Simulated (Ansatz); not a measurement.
Mulliken charges of ClH$_{5}$InNSi, SMILES `N[SiH](Cl)[InH2]` from ωB97M-V/def2-TZVPP in Ansatz (PBE0-D4/def2-TZVP geometry).

```tsv
atom	x (Å)	y (Å)	z (Å)	charge (e)
N1	-0.189	1.717	0.106	-0.351
Si2	0.731	0.275	0.089	0.304
Cl3	1.481	-0.289	1.971	-0.257
In4	-0.702	-1.741	-0.600	0.284
H5	0.263	2.610	0.232	0.120
H6	-1.118	1.722	0.496	0.125
H7	1.950	0.579	-0.701	-0.028
H8	-2.355	-1.806	-0.092	-0.102
H9	-0.062	-3.065	-1.502	-0.096
```

Task: By hand: the dipole of these point charges (1 e Å = 4.8032 D).

Result: Σ q r = (-0.208, 0.051, -0.424) e Å, of length 0.475 e Å = 2.28 D.

Task: How does the dipole of the full density compare? (Estimate.)

Result: Ansatz gave: (-0.233, 0.310, -0.181) e Å, 2.06 D; the point charges give 1.11 times that, at 46° from its direction.

Point charges leave out the atoms' own dipoles, such as those of lone pairs, and Mulliken's split depends on the basis, so the two needn't agree.
